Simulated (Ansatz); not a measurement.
`[NH2][Sn]([F])([Cl])[Cl]` → Cl₂ + `[NH2][Sn][F]` at 500 K and 1 bar (stannylene formation by 1,1-elimination).

Program: Ansatz. Geometries: PBE0-D4/def2-TZVP. ΔE: electronic, gas phase. CCSD(T)/CBS is the MP2 limit (def2-TZVPP, def2-QZVPP) plus CCSD(T) − MP2 in def2-TZVPP, frozen cores. This one scheme is used for every species. def2 core potentials past Kr. For Sn outer-core shells are correlated without core-valence functions, which leaves a few kJ/mol of doubt a bond. One conformer a species, not always the lowest.

```
                   species  CCSD(T)/CBS energy (Eh)  H − E (kJ/mol)  S (J/(mol·K))
`[NH2][Sn]([F])([Cl])[Cl]`              -1289.42050           125.4          451.2
                       Cl₂               -919.51390            19.6          240.8
            `[NH2][Sn][F]`               -369.78999            98.5          335.3
```

H − E and S are ideal-gas, rigid-rotor, harmonic terms from PBE0-D4/def2-TZVP, for one conformer and one mirror image of each species. 1 Eh = 2625.50 kJ/mol, R = 8.31446 J/(mol·K).

By hand: ΔE, ΔH, ΔS and ΔG.

ΔE = (-919.51390) + (-369.78999) − (-1289.42050) = 0.11661 Eh = 306.2 kJ/mol. Δ(H − E) = 19.6 + 98.5 − 125.4 = -7.3, so ΔH = 298.9 kJ/mol. ΔS = 240.8 + 335.3 − 451.2 = 124.9 J/(mol·K). ΔG = 298.9 − 500 × (124.9)/1000 = 236.4 kJ/mol.

By hand: the equilibrium constant, and the temperature at which ΔG would vanish if ΔH and ΔS stayed fixed.

log₁₀ K = −ΔG/(RT ln 10) = -24.7. ΔG = 0 at ΔH/ΔS = 2393 K.

The number of gas molecules changes by +1, which sets the sign of ΔS. A doubt of 5 kJ/mol in ΔE shifts log₁₀ K by 0.5 here. Other conformers and mirror images would add mixing entropy, several J/(mol·K) or more a flexible species. Modes under 60 cm⁻¹, often nearly free rotors, make the harmonic entropy too high. These are equilibria of isolated gas molecules and say nothing of rates. Largest T1 diagnostic: 0.017 (customary marks: 0.02 for closed shells, 0.045 for open ones).
